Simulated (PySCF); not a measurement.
# Static response to an electric field

C3HF3N2S.
Cartesian coordinates in Å at the GFN2-xTB level; atoms count from 1:
```
atom  x, y, z in Å
F1    -1.9015    0.8266   -1.1323
C2    -1.4174    0.2485   -0.0210
F3    -1.9078    0.9504    1.0136
F4    -1.9595   -0.9730    0.0482
C5     0.0679    0.1933   -0.0136
C6     0.8827   -0.9169    0.0556
N7     2.1801   -0.5965    0.0399
N8     2.4193    0.6337   -0.0339
S9     1.0747    1.5805   -0.0948
H10    0.5705   -1.9419    0.1157
```

Level: PBE0/def2-SVPD (PySCF), static field, nuclei fixed, core orbitals frozen in the response. The polarisability tensor in these axes (au):

```
x   76.67 -1.58  0.18
y   -1.58 74.19 -1.69
z    0.18 -1.69 46.41
```

**Question.** Give the principal values, the mean and the anisotropy Δα = √{½[(α1 − α2)² + (α2 − α3)² + (α1 − α3)²]}.

**Answer.** Principal values 46.31, 73.50 and 77.46 au; mean 65.76 au = 9.74 Å³ = 10.84 × 10⁻⁴⁰ C²·m²/J; Δα = 29.38 au (45 % of the mean).

**Question.** What is the dipole moment, and where does it point?

**Answer.** (-0.87, 0.06, -0.01) D, 0.87 D in size, pointing from the negative to the positive side. Measured along this direction, the outermost atoms are N8 at the negative end and F1, F3 and F4 at the positive end.

**Question.** Refractivity n − 1 of an ideal gas of it at 350 K and 1 atm, from the electronic α?

**Answer.** N = p/kT = 2.0968 × 10¹⁹ cm⁻³, so n − 1 = 2π × N × 9.74 × 10⁻²⁴ cm³ = 1284 × 10⁻⁶ at long wavelengths.

**Question.** What are the principal values of the traceless quadrupole moment, Θ = ½Σq(3rr − r²1), about the centre of nuclear charge?

**Answer.** -13.32, 3.07, 10.25 D·Å. The values depend on the origin, since the dipole doesn't vanish. The electronic extent ⟨r²⟩ about the same centre is 1193 bohr², a root-mean-square distance of 2.10 Å for the 76 electrons.

**Question.** Sum over states: ᾱ = Σ f/ω², ω in Eh. What share falls to these 8 lowest TDDFT singlets (eV, f)? 3.84, 0.0012; 5.49, 0.0136; 5.99, 0.0995; 6.18, 0.0033; 6.36, 0.0005; 6.42, 0.0723; 6.54, 0.0009; 6.99, 0.0000.

**Answer.** They add up to 3.84 au, 5.8 % of the 65.76 au; the largest single term is 2.05 au, from the state at 5.99 eV. Terms in order: 0.06, 0.34, 2.05, 0.06, 0.01, 1.30, 0.02, 0.00 au. Higher excitations give the rest. The strengths listed sum to 0.191.

Geometry: GFN2-xTB; no solvent, vibrations or thermal averaging.
